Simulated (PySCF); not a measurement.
SMILES O[Si](Cl)(Cl)[GeH3] (H₄Cl₂GeOSi), singlet, PBE0/def2-SVP optimised geometry.

```
9

O     -0.76    -3.00    -1.95
Si    -1.30    -1.44    -1.95
Cl    -3.37    -1.41    -2.01
Cl    -0.65    -0.46    -3.65
Ge    -0.51    -0.36     0.00
H     -1.01    -3.56    -2.69
H      1.03    -0.36     0.00
H     -1.02     1.09     0.00
H     -1.03    -1.09     1.25
```

Density from PBE0/def2-TZVP run with PySCF at that geometry.

Minimum of the electron density along straight lines between bonded atoms, close to the bond critical point (lines longer than 1.1 times the sum of covalent radii, or with two minima, are not listed):

```
bond     length / Å  ρ at the minimum / e bohr⁻³  ∇²ρ there / e bohr⁻⁵  position (fraction from the first atom)
-------  ----------  ---------------------------  --------------------  ---------------------------------------
O1–Si2        1.647                        0.140                     …                                     0.59
Si2–Cl3       2.070                        0.098                  0.20                                     0.36
Si2–Cl4       2.070                        0.098                  0.20                                     0.36
Si2–Ge5       2.364                        0.096                 -0.14                                     0.51
O1–H6         0.964                            …                     …                                     0.81
Ge5–H7        1.537                        0.133                  0.05                                     0.59
Ge5–H8        1.537                        0.133                  0.05                                     0.59
Ge5–H9        1.537                        0.133                  0.05                                     0.59
```

Q: Fill in the missing entries.

A: 
- O1–Si2, ∇²ρ there / e bohr⁻⁵: 0.80
- O1–H6, ρ at the minimum / e bohr⁻³: 0.351
- O1–H6, ∇²ρ there / e bohr⁻⁵: -2.41
